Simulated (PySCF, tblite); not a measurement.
C4H9NOSi.
Cartesian coordinates in Å at the GFN2-xTB level; atoms count from 1:
```
atom  x, y, z in Å
C1     2.124   -0.041    0.744
C2     1.559   -0.690   -0.487
O3     2.212   -1.400   -1.217
Si4   -0.298   -0.361   -0.869
C5    -1.456   -0.854    0.585
N6    -1.344    0.514    1.099
C7    -0.983    1.264   -0.107
H8     1.428   -0.156    1.571
H9     2.223    1.025    0.545
H10    3.099   -0.453    0.994
H11   -0.635   -0.745   -2.238
H12   -2.466   -1.124    0.255
H13   -1.137   -1.586    1.328
H14   -2.168    0.856    1.580
H15   -1.845    1.663   -0.655
H16   -0.320    2.097    0.129
```

Level of theory: PBE0/def2-SVPD in PySCF (dipole) on a GFN2-xTB geometry, gas phase.

Take the most abundant isotopes and a rigid rotor. The values belong to one conformer with, in the numbering `[CH3:1][C:2](=[O:3])[SiH:4]1[CH2:5][NH:6][CH2:7]1`, C1–C2–Si4–C5 -56°, C2–Si4–C5–N6 91°, Si4–C5–N6–C7 23°, C5–N6–C7–Si4 -23°, C2–Si4–C7–N6 -90°.

Q: What are A, B and C (GHz)?

A: Ia = 128.50, Ib = 338.06, Ic = 376.20 u·Å²; 505379 MHz·u·Å²/I gives 3933, 1495 and 1343 MHz, that is A = 3.9328, B = 1.4950, C = 1.3434 GHz.

Q: What kind of rotor is it?

A: An asymmetric top. Ray's parameter κ = (2B − A − C)/(A − C) = -0.883; −1 is the prolate and +1 the oblate limit.

Q: Is it planar, by Δ = Ic − Ia − Ib?

A: Not planar: Δ = Ic − Ia − Ib = -90.36 u·Å². For a rigid frame Δ = −2 Σ m c², so Σ m c² = 45.18 u·Å² lies off the ab plane: 13.66 from hydrogen and 31.52 from heavier atoms. The atom farthest from that plane is 2.09 Å away.

Q: Give the other two planar moments, Paa and Pbb, and the rms extents of the mass along the axes.

A: Paa = Σ m a² = (Ib + Ic − Ia)/2 = 292.88 and Pbb = Σ m b² = (Ia + Ic − Ib)/2 = 83.32 u·Å². With the mass M = 115.05 u, the rms extents √(P/M) along a, b and c are 1.60, 0.85, 0.63 Å.

Q: List the rotational levels J(Ka,Kc) to J = 5 (MHz).

A: Above 0(0,0):
J = 1: 1(0,1) 2838, 1(1,1) 5276, 1(1,0) 5428
J = 2: 2(0,2) 8508, 2(1,2) 10801, 2(1,1) 11256, 2(2,1) 18570, 2(2,0) 18577
J = 3: 3(0,3) 16996, 3(1,3) 19085, 3(1,2) 19994, 3(2,2) 27085, 3(2,1) 27119, 3(3,1) 39657, 3(3,0) 39657
J = 4: 4(0,4) 28281, 4(1,4) 30122, 4(1,3) 31636, 4(2,3) 38433, 4(2,2) 38534, 4(3,2) 51024, 4(3,1) 51025, 4(4,1) 68607, 4(4,0) 68607
J = 5: 5(0,5) 42340, 5(1,5) 43906, 5(1,4) 46175, 5(2,4) 52609, 5(2,3) 52844, 5(3,3) 65237, 5(3,2) 65242, 5(4,2) 82814, 5(4,1) 82814, 5(5,1) 105423, 5(5,0) 105423
The levels of one J sum to (2J + 1)J(J + 1)(A + B + C)/3.

Q: Predict some low-J microwave lines.

A: The dipole components are |μa| = 2.90 D, |μb| = 0.87 D, |μc| = 0.41 D. Intensities carry the squares of the components, which stand as 1.00 : 0.09 : 0.02 (a : b : c). Some lines, for components of 0.1 D or more:

```json
{"type": "a", "branch": "Q", "J(Ka,Kc)": "2(1,1) ← 2(1,2)", "MHz": "455", "lower level (cm⁻¹)": "0.360"}
{"type": "a", "branch": "Q", "J(Ka,Kc)": "4(1,3) ← 4(1,4)", "MHz": "1514", "lower level (cm⁻¹)": "1.005"}
{"type": "b", "branch": "Q", "J(Ka,Kc)": "1(1,0) ← 1(0,1)", "MHz": "2589", "lower level (cm⁻¹)": "0.095"}
{"type": "b", "branch": "R", "J(Ka,Kc)": "4(1,3) ← 3(2,2)", "MHz": "4552", "lower level (cm⁻¹)": "0.903"}
{"type": "b", "branch": "R", "J(Ka,Kc)": "3(0,3) ← 2(1,2)", "MHz": "6195", "lower level (cm⁻¹)": "0.360"}
{"type": "c", "branch": "Q", "J(Ka,Kc)": "4(2,3) ← 4(1,3)", "MHz": "6796", "lower level (cm⁻¹)": "1.055"}
{"type": "c", "branch": "Q", "J(Ka,Kc)": "2(2,1) ← 2(1,1)", "MHz": "7314", "lower level (cm⁻¹)": "0.375"}
{"type": "c", "branch": "Q", "J(Ka,Kc)": "4(3,2) ← 4(2,2)", "MHz": "12489", "lower level (cm⁻¹)": "1.285"}
{"type": "b", "branch": "Q", "J(Ka,Kc)": "4(3,1) ← 4(2,2)", "MHz": "12491", "lower level (cm⁻¹)": "1.285"}
{"type": "b", "branch": "Q", "J(Ka,Kc)": "4(3,2) ← 4(2,3)", "MHz": "12591", "lower level (cm⁻¹)": "1.282"}
{"type": "b", "branch": "Q", "J(Ka,Kc)": "5(3,3) ← 5(2,4)", "MHz": "12628", "lower level (cm⁻¹)": "1.755"}
{"type": "c", "branch": "R", "J(Ka,Kc)": "2(2,1) ← 1(1,1)", "MHz": "13293", "lower level (cm⁻¹)": "0.176"}
{"type": "a", "branch": "R", "J(Ka,Kc)": "5(2,4) ← 4(2,3)", "MHz": "14176", "lower level (cm⁻¹)": "1.282"}
{"type": "a", "branch": "R", "J(Ka,Kc)": "5(4,1) ← 4(4,0)", "MHz": "14207", "lower level (cm⁻¹)": "2.288"}
{"type": "b", "branch": "Q", "J(Ka,Kc)": "5(4,2) ← 5(3,3)", "MHz": "17577", "lower level (cm⁻¹)": "2.176"}
{"type": "c", "branch": "Q", "J(Ka,Kc)": "4(4,1) ← 4(3,1)", "MHz": "17582", "lower level (cm⁻¹)": "1.702"}
{"type": "b", "branch": "R", "J(Ka,Kc)": "4(2,2) ← 3(1,3)", "MHz": "19450", "lower level (cm⁻¹)": "0.637"}
{"type": "c", "branch": "R", "J(Ka,Kc)": "3(3,0) ← 2(2,0)", "MHz": "21081", "lower level (cm⁻¹)": "0.620"}
{"type": "b", "branch": "R", "J(Ka,Kc)": "3(3,0) ← 2(2,1)", "MHz": "21088", "lower level (cm⁻¹)": "0.619"}
{"type": "b", "branch": "R", "J(Ka,Kc)": "4(3,1) ← 3(2,2)", "MHz": "23940", "lower level (cm⁻¹)": "0.903"}
{"type": "b", "branch": "R", "J(Ka,Kc)": "4(4,1) ← 3(3,0)", "MHz": "28950", "lower level (cm⁻¹)": "1.323"}
{"type": "c", "branch": "R", "J(Ka,Kc)": "4(4,0) ← 3(3,0)", "MHz": "28950", "lower level (cm⁻¹)": "1.323"}
{"type": "b", "branch": "R", "J(Ka,Kc)": "4(4,0) ← 3(3,1)", "MHz": "28950", "lower level (cm⁻¹)": "1.323"}
```

Q: Estimate the classical rotational partition function at 50 K, 100 K and 200 K.

A: Point group C1, symmetry number σ = 1; q = (√π/σ)·√((kT/h)³/(ABC)), k/h = 20836.6 MHz/K: 21200 at 50 K, 60000 at 100 K, 170000 at 200 K.

Its GFN2-xTB frequencies are all real (lowest 43 cm⁻¹). These are rigid-rotor constants of the computed structure; measured ground-state constants (B0) also hold zero-point vibration. A rigid rotor knows nothing of inversion at nitrogen or internal rotation, which can split or shift real lines. Quadrupole hyperfine structure (14N) is left out.

Time: 82 s of wall time (with the writing of density and orbital grids); peak memory 0.87 GiB. Hardware: an Arm Neoverse N1 with one thread, no GPU, shared host with 64 logical CPUs at a one-minute load of 61. This is the PBE0/def2-SVPD job that gave the dipole, with the excitations it also computed.
